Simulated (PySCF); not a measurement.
# Correlation energy of Ir (iridium, neutral)

[Xe] 4f14 5d7 6s1 6p1, one real determinant (an excited configuration). Computed with PySCF 2.14 in x2c-TZVPPall (11s7p7d3f1g, 97 functions), with scalar relativity by spin-free X2C-1e. Frozen: [Xe] 4f14; 9 electrons correlated.

```
  level  correlation energy (mhartree)
   CCSD                        -182.31
    (T)                          -6.57
CCSD(T)                        -188.88
```

Diagnostics: T1 = 0.014, D1 = 0.0429, largest double amplitude 0.063.

Task: Is a single reference adequate?

Result: Yes, within this model without spin-orbit coupling: T1 lies below 0.03 and no double amplitude reaches 0.07.

The basis was made for the ground configuration and has no added diffuse functions, which can raise the energy of the promoted electron.

The reference is one real determinant that mixes LS terms of this configuration.
